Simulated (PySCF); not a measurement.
HO3S, SMILES [O-][S+](O)[O-], charge -1.

Geometry: PBE0-D3(BJ)/def2-SVPD. The values are those of a single conformer.

Calculation: PBE/def2-TZVPD (PySCF).

Task: Estimate the frontier levels, gap, dipole moment and polarisability. (The exact figures need the calculation; the answer reports its results.)

Result: 
```
Quantity                                                          Result
------------------------------------------------  ----------------------
highest occupied level                                          -0.32 eV
lowest empty level                                               3.58 eV
orbital gap                                                      3.91 eV
dipole moment about the centre of nuclear charge                  1.36 D
mean static polarisability                          53.1 bohr³ (7.87 Å³)
polarisability, principal values                  49.0, 52.8, 57.5 bohr³
```
